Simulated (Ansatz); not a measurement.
Ideal-gas functions of CH3BOTe, SMILES `O=CB[TeH]` at 400 K and 1 bar, from an Ansatz frequency run at PBE0-D4/def2-TZVP.

Molar mass 169.45 g/mol, point group C1 (symmetry number 1), electronic degeneracy 1, moments of inertia 28.187, 316.479, 333.648 u Å². Harmonic wavenumbers (cm⁻¹, unscaled): 49, 156, 229, 460, 515, 649, 765, 813, 968, 1090, 1403, 1767, 2147, 2660, 2807.

Use S(trans) = R[1.5 ln M + 2.5 ln T − 1.1517]; rotational temperatures θ = 24.2544 K / I; S(rot) = R[ln(√π/σ · √(T³/θAθBθC)) + 1.5]; for each mode x = 1.438777 ν̃/T, S = R[x/(eˣ − 1) − ln(1 − e⁻ˣ)] and H = RT x/(eˣ − 1); 1 cm⁻¹ = 0.0119627 kJ/mol; R = 8.31446 J/(mol·K).

**Question.** By hand: the entropy, in J/(mol·K).

**Answer.** Translation 179.0. Rotation: θ = 0.8605, 0.0766, 0.0727 K, giving 114.2. Vibration, mode by mode: 22.76, 13.23, 10.16, 5.02, 4.28, 2.93, 2.11, 1.84, 1.18, 0.83, 0.33, 0.11, 0.03, 0.01, 0.00, in all 64.8. Electronic 0.0. Sum 358.0 J/(mol·K).

**Question.** By hand: H − E and G − E in kJ/mol, counted from the electronic energy.

**Answer.** Zero-point energy ½ × 16478 × 0.0119627 = 98.6; thermal vibration 12.9; translation, rotation and pV give 4 RT = 13.3. H − E = 124.8 kJ/mol, and G − E = 124.8 − 400 × 358.0/1000 = -18.4 kJ/mol.

Vibration gives 18 % of the entropy, 22.8 J/(mol·K) of it from the mode under 150 cm⁻¹: soft modes count most, and the harmonic formula is weakest for them. The sum counts one conformer and one mirror image; others add a mixing term.
